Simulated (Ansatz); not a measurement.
Mulliken charges of CH6OSi2 (`[SiH3][SiH]1CO1`) from ωB97M-V/def2-TZVPP in Ansatz (PBE0-D4/def2-TZVP geometry).

```json
{"atom": "Si1", "x (Å)": "-1.268", "y (Å)": "0.897", "z (Å)": "-0.908", "charge (e)": "0.036"}
{"atom": "Si2", "x (Å)": "-0.102", "y (Å)": "-0.747", "z (Å)": "0.259", "charge (e)": "0.355"}
{"atom": "C3", "x (Å)": "1.531", "y (Å)": "-0.428", "z (Å)": "0.982", "charge (e)": "-0.164"}
{"atom": "O4", "x (Å)": "1.432", "y (Å)": "-1.110", "z (Å)": "-0.306", "charge (e)": "-0.393"}
{"atom": "H5", "x (Å)": "-1.798", "y (Å)": "0.357", "z (Å)": "-2.188", "charge (e)": "-0.007"}
{"atom": "H6", "x (Å)": "-2.410", "y (Å)": "1.373", "z (Å)": "-0.082", "charge (e)": "-0.013"}
{"atom": "H7", "x (Å)": "-0.349", "y (Å)": "2.030", "z (Å)": "-1.186", "charge (e)": "-0.006"}
{"atom": "H8", "x (Å)": "-0.891", "y (Å)": "-1.909", "z (Å)": "0.742", "charge (e)": "-0.035"}
{"atom": "H9", "x (Å)": "2.010", "y (Å)": "0.548", "z (Å)": "0.917", "charge (e)": "0.113"}
{"atom": "H10", "x (Å)": "1.928", "y (Å)": "-1.062", "z (Å)": "1.773", "charge (e)": "0.115"}
```

By hand: the dipole of these point charges (1 e Å = 4.8032 D).

Σ q r = (-0.370, 0.248, 0.324) e Å, of length 0.551 e Å = 2.65 D.

How does the dipole of the full density compare? (Estimate.)

The calculation gave: (-0.298, 0.177, 0.186) e Å, 1.89 D; the point charges give 1.40 times that, at 8° from its direction.

Point charges leave out the atoms' own dipoles, such as those of lone pairs, and Mulliken's split depends on the basis, so the two needn't agree.
